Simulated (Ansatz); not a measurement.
Isomers of Hg$_{3}$S$_{3}$⁺ (doublet), relaxed with r2SCAN-D4/def2-SVP; total energies from Ansatz at PBE0-D4/def2-TZVP.

| isomer | description | energy (Eh) |
| --- | --- | --- |
| A | point group not assigned; 2 × S–S 1.99 to 2.02 Å; 2 × Hg–S 2.63 to 2.66 Å; 1 × Hg–Hg 2.97 Å | -1654.47687 |
| B | point group not assigned; 2 × S–S 1.94 to 2.17 Å; 2 × Hg–S 2.49 to 2.77 Å; 1 × Hg–Hg 2.81 Å | -1654.47848 |
| C | point group Cs; 3 × Hg–S 2.40 to 2.50 Å; 1 × Hg–Hg 2.77 Å; 1 × S–S 1.99 Å | -1654.48935 |

In the def2 sets Hg takes a core potential; there is no spin–orbit coupling.

The isomers come from a short search, and lower ones may exist.

**Question.** Work out the relative energies (1 Eh = 2625.5 kJ/mol) and the Boltzmann populations at 298 K from electronic energies alone (R = 8.314 J/mol/K).

**Answer.** ΔE: A 32.8, B 28.5, C 0.0 kJ/mol. RT = 2.48 kJ/mol. Factors exp(−ΔE/RT): A 1.8e-06, B 1.02e-05, C 1; sum 1.000. Populations: A 0.0 %, B 0.0 %, C 100.0 %. Zero-point energy, vibrational entropy and symmetry numbers are left out and can shift these; an error of 4 kJ/mol changes a ratio by a factor of 5.0. Over the other density-functional and correlated levels in def2 sets, the gap between C and B ranges from 1 to 40 kJ/mol.
